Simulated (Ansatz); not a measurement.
```xyz
13

N    -0.447   -0.360   -1.714
Si    0.247   -0.965   -0.274
N     1.911   -0.630   -0.377
O    -0.595   -0.257    0.946
Si   -1.045    1.232    1.445
H    -1.443   -0.240   -1.790
H    -0.031   -0.579   -2.605
H     0.142   -2.418    0.003
H     2.580   -1.142    0.173
H     2.252    0.282   -0.635
H     0.056    2.216    1.257
H    -1.392    1.160    2.886
H    -2.234    1.701    0.684
```

The species carries charge 0 and has multiplicity 1.

(1) List the ωB97M-V/def2-TZVPP orbital energies in eV (Ansatz 0.2.0). (Estimate.)

Results:

(1) Ansatz gave: Occupied: -1807.32, -1807.26, -525.77, -393.93, -393.92, -148.25, -148.22, -102.39, -102.37, -102.35, -102.35, -102.34, -102.32, -30.39, -26.65, -26.04, -18.83, -16.88, -16.37, -16.21, -14.64, -14.26, -13.88, -13.08, -12.14, -11.17, -11.07, -10.12, -9.95. Lowest empty: 1.95, 2.66, 2.77, 3.39, 3.53, 3.79, 3.93, 4.35.
